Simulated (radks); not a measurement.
Problem. Excited configurations of Pb XXI: one electron is placed in a higher orbital outside [Kr] 4d10 4f13 5s2. The ground configuration is [Kr] 4d10 4f14 5s2. All-electron calculation, Dirac Kohn-Sham, BLYP, spin-unpolarised, spherical densities, point nucleus; open shells fill j = l - 1/2 first. Program: a radial shooting solver on a logarithmic mesh with Libxc functionals. Excitation = E - E(ground); binding = E(ion) - E, where the ion is the core of charge +21; n* = 21/sqrt(2 binding) in atomic units. These energies are relativistic, and a one-electron ion of charge +21 with no core already has n* below n in this formula (Dirac formula, point nucleus: 5f5/2 4.998, 6s1/2 5.990, 6p1/2 5.990, 6d3/2 5.996, 7p1/2 6.989, 7d3/2 6.995). The quantum defect is therefore taken as that value minus n*, so that it holds no relativistic shift of the bare ion.

| outer orbital | excitation (eV) | binding (eV) | n* | quantum defect | eigenvalue (eV) | <r> (bohr) |
|---|---|---|---|---|---|---|
| 6s1/2 | 273.09 | 331.27 | 4.256 | 1.734 | -322.87 | 1.318 |
| 6p1/2 | 295.01 | 309.35 | 4.404 | 1.586 | -301.31 | 1.368 |
| 6d3/2 | 344.76 | 259.60 | 4.808 | 1.188 | -252.74 | 1.542 |
| 7p1/2 | 399.78 | 204.57 | 5.416 | 1.574 | -199.81 | 2.075 |
| 7d3/2 | 427.09 | 177.26 | 5.818 | 1.177 | -172.88 | 2.311 |

Estimate the row for 5f5/2.

Solution. excitation (eV) 276.69; binding (eV) 327.67; n* 4.279; quantum defect 0.719; eigenvalue (eV) -316.70; <r> (bohr) 1.036. The Delta-SCF ionisation energy is 604.35 eV (NIST Atomic Spectra Database: 570 eV, theoretical). Self-interaction in the functional shifts the binding energies and quantum defects, so they are the method's values and not measured ones. Spin polarisation and multiplet splitting are left out, so open shells lie too high by an amount that depends on their filling.

Beside tabulated values, note that spin-unpolarised runs miss the spin-polarisation part of the exchange energy of open shells.
